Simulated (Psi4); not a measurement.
AlF3 (SMILES [F][Al]([F])[F]), singlet, geometry from GFN2-xTB (such geometries of metal compounds can be far from the true shape).

Input for Psi4:
```
memory 2 GB

molecule {
0 1
  Al    0.00000000   -0.00000000   -0.00000000
  F    -0.02093275    1.63085400    0.03791596
  F     1.42318261   -0.79710311   -0.02717492
  F    -1.40224986   -0.83375089   -0.01074104
}

set basis aug-cc-pvdz
set scf_type pk
set puream true
set d_convergence 1e-8
set dft_radial_points 99
set dft_spherical_points 590

energy('r2scan')
print_variables()
```

### Question
What is the computed dipole moment (R2SCAN/aug-cc-pVDZ (Psi4))?

### Answer
0.00 D

### Question
What is the computed total energy (R2SCAN/aug-cc-pVDZ)?

### Answer
-542.068497 Ha

### Question
Give the nuclear repulsion energy at the level R2SCAN/aug-cc-pVDZ.

### Answer
159.3589 Eh

### Question
What number of basis functions does R2SCAN/aug-cc-pVDZ give?

### Answer
96

### Question
Roughly what does it cost on one core?

### Answer
about 24 core-seconds (a rough figure).
